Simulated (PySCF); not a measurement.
Radial density of Sb⁺ (antimony, charge +1)

PBEsol, [Kr] 4d10 5s2 5p2, high-spin 3P determinant. All numbers are calculated (PySCF 2.14, scalar relativity through the core potential, in aug-cc-pVTZ-PP with ECP28MDF (6s5p4d2f, 55 functions)). This is the valence pseudo-density: the core potential removes the inner electrons and smooths the orbitals near the nucleus.

| r (bohr) | 4πr²ρ (e/bohr) | 4πr²(ρα − ρβ) |
| --- | --- | --- |
| 0.00430 | 2.619e-05 | 0.0000 |
| 0.00723 | 6.866e-05 | 0.0000 |
| 0.0122 | 0.0001609 | 0.0000 |
| 0.0204 | 0.0003138 | 0.0000 |
| 0.0344 | 0.0005320 | 0.0000 |
| 0.0578 | 0.0008680 | 0.0000 |
| 0.0973 | 0.003326 | 0.0000 |
| 0.164 | 0.03422 | 0.0001 |
| 0.275 | 0.5449 | 0.0028 |
| 0.463 | 8.192 | 0.0682 |
| 0.779 | 24.53 | 0.0940 |
| 1.31 | 8.992 | 0.1749 |
| 2.20 | 2.575 | 0.9837 |
| 3.71 | 0.4788 | 0.3463 |
| 6.23 | 0.01130 | 0.0103 |

Energies and moments cover only the electrons outside the core potential.
